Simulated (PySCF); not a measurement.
Isomers C$_{6}$H$_{5}$N$_{2}$P:

A. `C1(C)=PC=CN=C1C#N`
B. `Cc1cpcnc1C#N`
C. `N#Cc1cpcc(C)n1`

Spectrum 1. ¹³C{¹H} NMR (computed): δ 186.9 (CH), 175.7 (CH), 144.5 (C), 136.6 (C), 122.6 (C), 27.0 (CH3).

Spectrum 2. ¹³C{¹H} NMR (computed): δ 179.5 (C), 160.6 (CH), 154.3 (CH), 141.6 (C), 121.4 (C), 27.1 (CH3).

Spectrum 3. ¹³C{¹H} NMR (computed): δ 166.6 (C), 159.4 (CH), 158.8 (CH), 141.4 (C), 123.5 (C), 30.5 (CH3).

One conformer, relativity neglected, isolated molecule, fast rotation and ring inversion assumed for equivalent nuclei. GFN2-xTB structure; NMR shieldings at PBE0/pcSseg-1/GIAO; PySCF 2.14.

Chemical shifts δ = σref − σ; TMS for ¹³C, all at this level. Splittings of carbon signals by F and P are missing where no couplings were computed. Shifts are as computed. Against solution values, carbons near 30 ppm lie about +3 ppm off and those near 130 ppm about +5 ppm. Of 1211 compounds with measured shifts, 218 miss one by over three times the rms of a fit or turn the order of signals round; such compounds aren't used in these exercises.

Task: Which spectrum belongs to which compound?

Result: 1–B, 2–A, 3–C.

- Spectrum 1 (B): 6 ¹³C signals; δC 186.9 is an aromatic CH next to a ring nitrogen; δC 122.6 is a nitrile carbon.
- Spectrum 2 (A): 6 ¹³C signals; δC 154.3 is an aromatic CH next to a ring nitrogen; δC 121.4 is a nitrile carbon.
- Spectrum 3 (C): 6 ¹³C signals; δC 123.5 is a nitrile carbon; δC 30.5 is a methyl carbon on an aromatic ring.
